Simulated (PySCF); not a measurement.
Vertical excitations of a molecule C3H9AlO from TDDFT-ωB97X/def2-SVPD run with PySCF, as energy in eV (oscillator strength): 5.89 (0.003), 7.26 (0.095), 7.47 (0.023), 7.61 (0.061), 7.99 (0.063), 8.02 (0.038), 8.37 (0.075), 8.59 (0.052), 8.66 (0.277), 8.85 (0.012). Lowest triplet (TDA): 5.60 eV. Geometry: B3LYP-D3(BJ)/def2-SVP. One conformer was computed; it need not be the lowest.

**Question.** Identify the compound among the candidates.
A) CC[CH2][AlH][OH]
B) C[CH2][Al]([CH3])[OH]
C) CC(C)[O][AlH2]
D) CC[O][AlH][CH3]

**Answer.** A, CC[CH2][AlH][OH]
